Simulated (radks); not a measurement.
Valence configurations of the carbon ion C+ (all share [He]). All-electron calculation, scalar-relativistic Kohn-Sham, r2SCAN, spin-polarised, spherical densities, finite nucleus; open shells are filled with parallel spins first; meta-GGA in the generalised Kohn-Sham scheme; Fermi nuclear charge, rms radius 2.4702 fm. Program: a radial shooting solver on a logarithmic mesh with Libxc functionals. Energies are relative to 2s2 2p1; eigenvalues in eV for spin up.

valence,E (eV),moment (Bohr magnetons),e(2p),e(2s)
2s2 2p1,0.000,1,-17.764,-27.404
2s1.5 2p1.5,2.916,2,-18.577,-28.300
2s1 2p2,4.188,3,-19.023,-28.734
2s0.5 2p2.5,9.019,3,-19.085,-28.698
2p3,13.802,3,-19.127,-

NIST lists [He] 2s2 2p1 as the ground configuration; this level of theory agrees among the configurations tried. The energies are those of spherical high-spin densities, not of single terms.
